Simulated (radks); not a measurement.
Results of a calculation; reference values are marked as such.
Task: All-electron atom: the hafnium ion Hf+ in [Xe] 4f14 5d1 6s2. Level of theory: scalar-relativistic Kohn-Sham, PBEsol, spin-unpolarised, spherical densities, point nucleus; hard spherical wall at 1.5 bohr (a radial shooting solver on a logarithmic mesh with Libxc functionals). Some entries of the table are withheld. Estimate them.

orbital  occ.  eigenvalue (eV)  <r> (bohr)
1s          2        -65115.82     0.01899
2s          2        -11023.15     0.08041
2p          6        -9661.842     0.07176
3s          2        -2413.856      0.2090
3p          6        -2007.480      0.2089
3d         10        -1525.584      0.1894
4s          2        -398.1476      0.4742
4p          6        -266.9551      0.5070
4d         10         -97.4591      0.5506
5s          2          45.6781      0.9086
4f         14              (1)      0.6289
5p          6          95.5732      0.9249
5d          1         170.9431      0.9218
5f          0         266.2306      0.8544
6s          2         393.1455      0.9018
6p          0         453.2522      0.8883
7s          0              (2)      0.8697

Result: 
(1) 4f eigenvalue (eV): 91.3159
(2) 7s eigenvalue (eV): 914.1831
